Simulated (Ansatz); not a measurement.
CH$_{5}$AlOSi (`C[SiH]1[O][AlH]1`), 9 atoms. The species carries charge 0 and has multiplicity 1. All runs use 2 threads of an Arm Neoverse V1 on a shared host. Correlated methods freeze the cores.

(1) How many basis functions does each run have, and how long does it take in Ansatz? RKS PBE0-D4/def2-SVP energy; RHF-CCSD(T)/def2-TZVPP energy; RKS PBE0-D4/def2-TZVP relaxation (6 steps); RHF-CCSD(T)/def2-SVP energy; RKS PBE0-D4/def2-TZVP frequencies; RKS CAM-B3LYP-D4/def2-TZVPP energy; RKS ωB97M-V/def2-QZVPP energy; RKS ωB97M-V/def2-SVP energy; direct RPA on PBE orbitals/def2-TZVPP energy; RKS r2SCANh-D4/def2-TZVPP energy; RKS PBE-QIDH (frozen core)/def2-TZVPP energy; RKS B97M-V/def2-TZVPP energy. (An estimate is asked.)

Answers

(1) Ansatz gave: Other jobs shared the machine, so times are rough.

| level | job | functions | wall time | peak host memory (GiB) |
| --- | --- | --- | --- | --- |
| RKS PBE0-D4/def2-SVP | energy | 89 | 1.4 s | 0.4 |
| RHF-CCSD(T)/def2-SVP | energy | 89 | 2.8 s | 0.4 |
| RKS CAM-B3LYP-D4/def2-TZVPP | energy | 216 | 4.2 s | 0.51 |
| RKS ωB97M-V/def2-SVP | energy | 89 | 6 s | 0.4 |
| RKS r2SCANh-D4/def2-TZVPP | energy | 216 | 7 s | 0.47 |
| RKS PBE-QIDH (frozen core)/def2-TZVPP | energy | 216 | 7.5 s | 0.48 |
| direct RPA on PBE orbitals/def2-TZVPP | energy | 216 | 8.5 s | 0.48 |
| RKS B97M-V/def2-TZVPP | energy | 216 | 13 s | 0.32 |
| RKS ωB97M-V/def2-QZVPP | energy | 404 | 26 s | 1.4 |
| RKS PBE0-D4/def2-TZVP | relaxation (6 steps) | 166 | 26 s | 0.37 |
| RHF-CCSD(T)/def2-TZVPP | energy | 216 | 74 s | 3 |
| RKS PBE0-D4/def2-TZVP | frequencies | 166 | 2.3 min | 0.4 |
